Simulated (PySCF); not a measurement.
**Predicted spectroscopic data**

Computational details: shieldings: GIAO PBE0/pcSseg-1, geometry from GFN2-xTB, in PySCF 2.14 (in vacuum, no relativistic terms, averaged over atoms made equivalent by symmetry, fast rotation or ring inversion, a single conformation).

δ = σ(ref) − σ, references computed at the same level: ¹H (σref 31.72) and ¹³C (σref 186.93) vs TMS. Where no couplings were computed, multiplicities follow the n + 1 count of equivalent neighbours, and m marks all less simple cases (inequivalent or close neighbours, rings, F or P nearby). Shifts are as computed. Against solution values, carbons near 30 ppm lie about +3 ppm off and those near 130 ppm about +5 ppm. Of 1211 compounds with measured shifts, 218 miss one by over three times the rms of a fit or turn the order of signals round; such compounds aren't used in these exercises. OH and NH positions are gas-phase values without hydrogen bonding to other molecules.

**1.** `O=Cc1ccc(C2CCC2)o1`, C9H10O2. ¹H NMR (400 MHz, computed): δ 9.99 (s, 1H), 7.56 (m, 1H), 6.52 (m, 1H), 3.49 (m, 1H), 2.59 (m, 2H), 2.31 (m, 2H), 2.08 (m, 1H), 2.00 (m, 1H). ¹³C{¹H} NMR (computed): δ 181.3, 171.1, 159.6, 125.7, 116.1, 35.7, 28.5, 17.0.

**2.** `InChI=1S/C4H11NOSi/c1-4(2)6-7-5-3/h5H,1,7H2,2-3H3`. ¹H NMR (400 MHz, computed): δ 5.22 (s, 2H), 4.25 (br s, 1H), 3.95 (br s, 1H), 2.72 (s, 3H), 1.86 (s, 3H), -0.13 (br s, 1H). ¹³C{¹H} NMR (computed): δ 164.3 (C), 90.7 (CH2), 28.0 (CH3), 25.5 (CH3).
